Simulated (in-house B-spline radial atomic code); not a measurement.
The outermost shell (largest non-relativistic mean radius) with and without relativity; Dirac values are averaged over j. Computed with a B-spline radial code for spherical atoms: non-relativistic Hartree-Fock and Dirac-Hartree-Fock, averages of the configuration (point nuclei without relativity, finite nuclei with it).

```tsv
ion	configuration	outermost shell	radius non-relativistic (bohr)	radius Dirac (bohr)	radius change (%)	level non-relativistic (eV)	level Dirac (eV)	spin-orbit splitting (eV)
Tc4+	[Kr] 4d3	4d	1.4299	1.4407	0.75659	-56.700	-56.05	0.35627
Ru4+	[Kr] 4d4	4d	1.3593	1.3691	0.72424	-59.818	-59.132	0.43529
Rh4+	[Kr] 4d5	4d	1.2962	1.3052	0.69613	-62.916	-62.191	0.52466
Pd4+	[Kr] 4d6	4d	1.2395	1.2478	0.67124	-66.000	-65.234	0.6252
Ag4+	[Kr] 4d7	4d	1.1881	1.1958	0.64884	-69.074	-68.264	0.73777
Cd4+	[Kr] 4d8	4d	1.1412	1.1484	0.62837	-72.143	-71.288	0.86323
```
